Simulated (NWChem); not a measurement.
C$_{2}$H$_{4}$FNSi; SMILES C#C[Si@@H](N)F

```xyz
9

C      0.0120     2.5498    -0.1571
C      0.0158     1.3496     0.0416
Si     0.0282    -0.4509     0.3678
N     -1.3972    -1.1198    -0.2797
F      1.3955    -1.0238    -0.3074
H      0.0087     3.6114    -0.3327
H      0.1235    -0.7750     1.8101
H     -1.7656    -0.8145    -1.1727
H     -1.7067    -2.0532    -0.0368
```
Atoms are numbered in this order, from 1.

Results from NWChem. Medium grid unless said otherwise, to which SCAN and Minnesota functionals are sensitive. All runs use the structure optimised with PBE0/def2-SVP.

Among these, which level gives the lowest value of “highest occupied level (eV)”?
A) B3LYP/def2-SVP
B) Hartree-Fock/def2-SVP
C) M06-2X/def2-SVP
D) TPSSh/def2-SVP

B, Hartree-Fock/def2-SVP. Values: Hartree-Fock/def2-SVP -11.11; M06-2X/def2-SVP -9.25; B3LYP/def2-SVP -7.52; TPSSh/def2-SVP -7.01
